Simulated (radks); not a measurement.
Coulomb parameter of the 4f shell of the dysprosium ion Dy2+ in the model configuration [Xe] 4f8 5d2, as a second difference U = [E(n + 0.25) + E(n - 0.25) - 2 E(n)] / (0.25)^2 with all orbitals relaxed. "Bare": the charge of the atom changes with n. "Screened": the 5d shell takes up the change at fixed total charge, which measures U(4f,4f) + U(5d,5d) - 2 U(4f,5d). Calculated with a radial shooting solver on a logarithmic mesh with Libxc functionals: scalar-relativistic Kohn-Sham, PBE, spin-unpolarised, spherical densities, point nucleus.

[
 {"case": "start", "configuration": "[Xe] 4f8 5d2", "E - E(n) (eV)": "0.000"},
 {"case": "bare +0.25", "configuration": "[Xe] 4f8.25 5d2", "E - E(n) (eV)": "-7.010"},
 {"case": "bare -0.25", "configuration": "[Xe] 4f7.75 5d2", "E - E(n) (eV)": "8.154"},
 {"case": "screened +0.25", "configuration": "[Xe] 4f8.25 5d1.75", "E - E(n) (eV)": "-3.206"},
 {"case": "screened -0.25", "configuration": "[Xe] 4f7.75 5d2.25", "E - E(n) (eV)": "3.569"}
]

U(bare) = 18.299 eV, U(screened by 5d) = 5.808 eV, against the Slater integral F0(4f,4f) = 32.711 eV with frozen orbitals.
